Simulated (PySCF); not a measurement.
## Magnetisability: `O=C=[Se]`, COSe

Geometry (Å), atoms numbered from 1 in this order:
```xyz
3

O    -1.1469    0.7694   -0.0135
C    -0.1469    0.1933   -0.0112
Se    1.3320   -0.6596   -0.0079
```

Level of theory: GIAO BP86/aug-pcSseg-2 magnetisability, rotational g tensor and spin-rotation constants, non-relativistic, gas phase in PySCF. Geometry: PBE0-D3(BJ)/def2-SVP.

The calculation is non-relativistic, which matters for the atoms heavier than Zn.

(1) What are the magnetisability and the molar susceptibility?

(2) Split it along the inertial axes a, b, c into diamagnetic and paramagnetic parts about the centre of mass, with the quadrupole moment.

(3) And the rotational g tensor?

## Answers

(1) Isotropic -731 × 10⁻³⁰ J/T², or -44.1 × 10⁻⁶ cm³/mol; principal values -846, -674, -674 × 10⁻³⁰ J/T², anisotropy 172 × 10⁻³⁰ J/T² (root of half the summed squared differences of the principal values). The susceptibility is in cgs units.

(2) 
```csv
axis,χ (10⁻⁶ cm³/mol),diamagnetic (10⁻⁶ cm³/mol),paramagnetic (10⁻⁶ cm³/mol),summed x² of all electrons (Å²),quadrupole Θ (D Å)
a,-50.9,-50.9,0.0,66.5,-0.61
b,-40.6,-307.7,267.1,6.0,+0.31
c,-40.6,-307.7,267.1,6.0,+0.31
```
Anisotropies 2χaa − χbb − χcc = -20.7 and 2χbb − χaa − χcc = +10.3 × 10⁻⁶ cm³/mol. Θ is traceless in Buckingham's convention.

(3) 
```
axis  rotational constant (GHz)        g  nuclear part  electronic part
   b                     4.0350  -0.0206        0.4857          -0.5063
   c                     4.0350  -0.0206        0.4857          -0.5063
```
Linear; isotopes 12C, 16O, 80Se; no vibrational averaging.
